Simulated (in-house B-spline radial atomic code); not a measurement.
A run on Ni that did not converge. Method: non-relativistic TPSS, spin-polarised, spherical fractional occupations, point nucleus; computed with an all-electron radial atomic-structure program (B-spline basis).

Command:
```bash
python run_scf.py task.json out
```
Settings:
```
Z                28
configuration    [Ar] 3d7.875 4s2 4f0.125
hamiltonian      nr
method           tpss,tpss
spin_polarised   True
```

First and last ten iterations of the last attempt (damped for 15 steps, keeping 80 % of the old Fock matrix, then DIIS):
```
 iter        energy (Eh)    residual
    1       -1508.242824    4.08e-02
    2       -1508.244345    1.68e-03
    3       -1508.244400    8.73e-04
    4       -1508.244417    5.21e-04
    5       -1508.244426    3.47e-04
    6       -1508.244427    2.58e-04
    7       -1508.244428    1.99e-04
    8       -1508.244428    1.55e-04
    9       -1508.244429    1.21e-04
   10       -1508.244429    9.49e-05
  111       -1508.244440    6.54e-06
  112       -1508.244440    6.70e-06
  113       -1508.244440    6.98e-06
  114       -1508.244441    9.60e-06
  115       -1508.244440    1.06e-05
  116       -1508.244439    6.47e-06
  117       -1508.244439    1.13e-05
  118       -1508.244439    1.04e-05
  119       -1508.244439    8.94e-06
  120       -1508.244439    1.15e-05
 not converged after 120 iterations
```

The smallest residual met was 5.8e-06; the threshold is about 3e-07. Over the last five steps the energy moves by less than 1e-06 hartree, but the orbitals didn't meet the threshold. Time taken, with all properties: 4 s on 1 thread of Arm Neoverse V1, on a shared host.
